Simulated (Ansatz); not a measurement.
Relaxation of Cl₂FGaH₂ (6 atoms, charge 0, multiplicity 1), to a largest force component of 0.03 eV/Å in at most 50 steps.

Theory: RHF/def2-SVP (Ansatz 0.2.0).

```xyz
6
Properties=species:S:1:pos:R:3:forces:R:3
Ga 0.003 0.213 -0.113 0.01 -0.07 0.22
H 0.016 0.182 1.452 -0.01 0.30 -0.23
Cl 1.831 0.354 -1.223 -0.04 -0.02 0.01
Cl -1.843 0.299 -1.198 0.04 -0.02 0.01
F 0.057 -2.323 1.283 0.01 0.31 0.10
H 0.065 -1.638 1.882 0.00 -0.50 -0.11
```

Problem. Where does it end, and by what steps?

Solution. It converged. The force dipped under the threshold on the way, but the program's further checks kept it going. After 13 steps the energy has fallen by 0.279 eV; H2 moved furthest, 0.65 Å.

| step | energy less start (eV) | largest force component (eV/Å) | accepted |
| --- | --- | --- | --- |
| 0 | 0.0000 | 0.500 | yes |
| 1 | -0.0339 | 2.001 | yes |
| 2 | 0.0056 | 3.712 | no |
| 3 | -0.0924 | 2.038 | yes |
| 4 | -0.1479 | 1.362 | yes |
| 5 | -0.2215 | 0.133 | yes |
| 6 | -0.2364 | 0.149 | yes |
| 7 | -0.1951 | 2.585 | no |
| 8 | -0.2618 | 0.510 | yes |
| 9 | -0.2783 | 0.107 | yes |
| 10 | -0.2787 | 0.050 | yes |
| 11 | -0.2788 | 0.003 | yes |
| 12 | -0.2788 | 0.097 | no |
| 13 | -0.2788 | 0.003 | yes |

```xyz
6
Properties=species:S:1:pos:R:3
Ga 0.007 0.224 0.058
H 0.009 0.831 1.488
Cl 1.830 0.075 -1.088
Cl -1.829 0.013 -1.056
F 0.051 -1.932 0.897
H 0.061 -2.123 1.784
```

Run time: 30 s on 1 thread of Arm Neoverse V1 (shared host), peak memory 0.19 GiB.
